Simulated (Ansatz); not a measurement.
`[CH3][Al]([SH])[Br]` + H₂ → `[CH3][AlH][SH]` + HBr at 500 K and 1 bar (hydrogenolysis of the Al–Br bond).

Calculated with Ansatz (gas phase, PBE0-D4/def2-TZVP geometries, no zero-point term in ΔE). CBS: MP2 limit from def2 TZ/QZ plus the TZ coupled-cluster correction, frozen cores. This one scheme is used for every species. For Br outer-core shells are correlated without core-valence functions, which leaves a few kJ/mol of doubt a bond. Scalar relativity is left out up to krypton. One conformer a species, not always the lowest.

```json
{"species": "`[CH3][Al]([SH])[Br]`", "CCSD(T)/CBS energy (Eh)": "-3253.69870", "H − E (kJ/mol)": "166.2", "S (J/(mol·K))": "428.2"}
{"species": "H₂", "CCSD(T)/CBS energy (Eh)": "-1.17544", "H − E (kJ/mol)": "41.0", "S (J/(mol·K))": "145.5"}
{"species": "`[CH3][AlH][SH]`", "CCSD(T)/CBS energy (Eh)": "-680.89694", "H − E (kJ/mol)": "174.5", "S (J/(mol·K))": "371.2"}
{"species": "HBr", "CCSD(T)/CBS energy (Eh)": "-2573.91920", "H − E (kJ/mol)": "30.5", "S (J/(mol·K))": "213.7"}
```

H − E and S are ideal-gas, rigid-rotor, harmonic terms from PBE0-D4/def2-TZVP, for one conformer and one mirror image of each species. The MP2-based limit puts H₂ 0.8 mEh under its directly extrapolated value; such offsets cancel only in part. 1 Eh = 2625.50 kJ/mol, R = 8.31446 J/(mol·K).

Q: By hand: ΔE, ΔH, ΔS and ΔG.

A: ΔE = (-680.89694) + (-2573.91920) − (-3253.69870) − (-1.17544) = 0.05800 Eh = 152.3 kJ/mol. Δ(H − E) = 174.5 + 30.5 − 166.2 − 41.0 = -2.2, so ΔH = 150.1 kJ/mol. ΔS = 371.2 + 213.7 − 428.2 − 145.5 = 11.2 J/(mol·K). ΔG = 150.1 − 500 × (11.2)/1000 = 144.5 kJ/mol.

Q: By hand: the equilibrium constant, and the temperature at which ΔG would vanish if ΔH and ΔS stayed fixed.

A: log₁₀ K = −ΔG/(RT ln 10) = -15.1. ΔG = 0 at ΔH/ΔS = 13402 K, far beyond where these terms or the molecules hold.

The number of gas molecules stays the same, so ΔS is small and ΔH decides. A doubt of 5 kJ/mol in ΔE shifts log₁₀ K by 0.5 here. Other conformers and mirror images would add mixing entropy, several J/(mol·K) or more a flexible species. Modes under 60 cm⁻¹, often nearly free rotors, make the harmonic entropy too high. These are equilibria of isolated gas molecules and say nothing of rates. Largest T1 diagnostic: 0.010 (customary marks: 0.02 for closed shells, 0.045 for open ones).
